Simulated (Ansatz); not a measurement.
`CBNBN`, relaxed with RKS PBE-D4/def2-SVP in Ansatz from a rough embedded geometry. The force threshold is 0.03 eV/Å; the program also tests the step.

Charge 0, multiplicity 1.

Start:

```xyz
13

C    -0.083    0.419   -2.211
B     0.616    0.471   -0.818
N     0.406   -0.659    0.137
B    -0.395   -0.175    1.406
N     0.158   -0.218    2.750
H    -1.211    0.463   -2.078
H     0.217   -0.421   -2.790
H     0.179    1.400   -2.741
H     1.269    1.369   -0.497
H    -0.199   -1.421   -0.302
H    -1.524    0.272    1.149
H     1.065   -0.690    2.729
H    -0.498   -0.812    3.264
```

Task: How much energy does the relaxation release, and in how many steps? (An estimate is asked.)

Result: Ansatz gave: 183.72 kJ/mol, in 22 steps, 2 of them rejected.

Task: Which bonds change most? (Best estimate.)

Result: The calculation gave: N3–B4 from 1.576 to 1.460 Å; B2–N3 from 1.494 to 1.416 Å; B2–H9 from 1.155 to 1.227 Å; B4–N5 from 1.454 to 1.403 Å.

Task: Give the relaxed structure. (Estimate.)

Result: Ansatz gave: 
```xyz
13

C     0.211    0.517   -2.243
B     0.273    0.388   -0.674
N    -0.490   -0.557    0.055
B    -0.548   -0.793    1.495
N     0.228   -0.062    2.407
H    -0.118    1.541   -2.527
H    -0.458   -0.211   -2.747
H     1.229    0.413   -2.680
H     1.007    1.137   -0.039
H    -1.098   -1.168   -0.498
H    -1.297   -1.657    1.918
H     0.875    0.674    2.122
H     0.186   -0.224    3.411
```
